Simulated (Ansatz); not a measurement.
Ansatz results at the PBE0-D4/def2-TZVP geometry: size of the dipole moment (PBE/def2-TZVPP) 3.27 D; LUMO energy (PBE0/def2-TZVPP) -0.98 eV; LUMO energy (PBE/def2-TZVPP) -1.76 eV.

Each molecule was computed in one conformer, which needn't be the lowest.

Problem. Which molecule gave them?
A. `[OH][W]([OH])([OH])([F])=[S]`
B. `C[O][W](=[S])(=[S])[Cl]`
C. `C[O][W](=[NH])(=[NH])[F]`
D. `C[N]=[W]([NH2])(=[O])[F]`

Solution. D. The others give `[OH][W]([OH])([OH])([F])=[S]`: 2.82, -2.74, -3.51; `C[O][W](=[S])(=[S])[Cl]`: 3.51, -2.77, -3.44; `C[O][W](=[NH])(=[NH])[F]`: 2.75, -0.91, -1.73.
